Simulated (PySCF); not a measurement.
Atom-mapped SMILES (the numbers label the heavy atoms): `[O:1]=[C:2]1[CH:3]=[C:4]([SiH2:5][Cl:6])[C:7](=[O:8])[CH2:9]1`; H(Xn) means a hydrogen on atom n.

[PySCF: NMR shieldings at PBE0/pcSseg-1/GIAO; geometry from GFN2-xTB; isolated molecule; one conformer; equivalent nuclei averaged; non-relativistic]

Referencing at the same level of theory: TMS for $^{13}$C.

Do the $^{13}$C shifts follow the atomic charges (in e)? Tabulate both.

Answers


```json
{"atoms": "C7", "hybridisation": "sp2", "δ (ppm)": "211.1", "σ para (ppm)": "-272", "Hirshfeld": "+0.16", "IAO": "+0.38", "Mulliken": "+0.26", "ESP-fitted": "+0.66"}
{"atoms": "C2", "hybridisation": "sp2", "δ (ppm)": "206.1", "σ para (ppm)": "-270", "Hirshfeld": "+0.16", "IAO": "+0.37", "Mulliken": "+0.24", "ESP-fitted": "+0.74"}
{"atoms": "C4", "hybridisation": "sp2", "δ (ppm)": "169.4", "σ para (ppm)": "-246", "Hirshfeld": "-0.09", "IAO": "-0.31", "Mulliken": "-0.44", "ESP-fitted": "-0.14"}
{"atoms": "C3", "hybridisation": "sp2", "δ (ppm)": "166.4", "σ para (ppm)": "-233", "Hirshfeld": "-0.02", "IAO": "-0.14", "Mulliken": "-0.04", "ESP-fitted": "-0.32"}
{"atoms": "C9", "hybridisation": "sp3", "δ (ppm)": "45.5", "σ para (ppm)": "-115", "Hirshfeld": "-0.09", "IAO": "-0.38", "Mulliken": "-0.19", "ESP-fitted": "-0.72"}
```

Correlation coefficients of δ with charge over these carbons: Hirshfeld +0.73, IAO +0.78, Mulliken +0.53, ESP-fitted +0.86; with the paramagnetic shielding -1.00. Among the 4 sp2 carbons alone: Hirshfeld +0.96, IAO +0.97, Mulliken +0.84, ESP-fitted +0.99. With so few points, grouped by hybridisation, these coefficients are fragile. Charge is one influence among several: hybridisation and low-lying excitations act through the paramagnetic term.

Shifts are as computed. Against solution values, carbons near 30 ppm lie about +3 ppm off and those near 130 ppm about +5 ppm. Of 1309 compounds with measured shifts, 239 miss one by over three times the rms of a fit or turn the order of signals round; such compounds aren't used in these exercises.
